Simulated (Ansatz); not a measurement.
C2H7FGaNS, SMILES `C[N](C)[Ga]([F])[SH]`. Charge 0, multiplicity 1. The structure was optimised at the PBE0-D4/def2-TZVP level. It is one conformer, not always the lowest.

```xyz
13

C    -0.765    0.887   -1.225
N    -0.129    0.150   -0.159
C    -0.493    0.597    1.159
Ga    1.013   -1.203   -0.498
F     1.278   -1.541   -2.199
S     2.105   -2.471    0.904
H    -0.451    0.504   -2.197
H    -1.859    0.809   -1.166
H    -0.507    1.954   -1.180
H    -0.222    1.650    1.317
H    -1.575    0.507    1.331
H     0.011    0.009    1.930
H     1.596   -1.852    1.983
```

Question: What is the dipole moment at ωB97M-V/def2-TZVPP? (Best estimate.)

Answer: Ansatz gave: 3.13 D, with components (-1.41, 1.69, 2.22) D in this frame, pointing from negative to positive charge.

Question: And with PBE, r2SCAN, B3LYP? (An estimate is asked.)

Answer: The calculation gave: PBE 3.15 D, r2SCAN 3.24 D, B3LYP 3.20 D.

Question: Give the Mulliken charges with ωB97M-V, B3LYP, r2SCAN in def2-TZVPP. (Estimate.)

Answer: The calculation gave: 
```tsv
atom	ωB97M-V	B3LYP	r2SCAN
C1	-0.23	-0.17	-0.04
N2	-0.24	-0.21	-0.23
C3	-0.21	-0.16	-0.03
Ga4	0.55	0.55	0.55
F5	-0.39	-0.40	-0.39
S6	-0.23	-0.24	-0.25
H7	0.11	0.10	0.06
H8	0.11	0.09	0.05
H9	0.11	0.09	0.05
H10	0.11	0.09	0.05
H11	0.11	0.09	0.05
H12	0.08	0.07	0.03
H13	0.12	0.11	0.11
```

B3LYP here is the variant with VWN-RPA as its local correlation; programs differ in this.
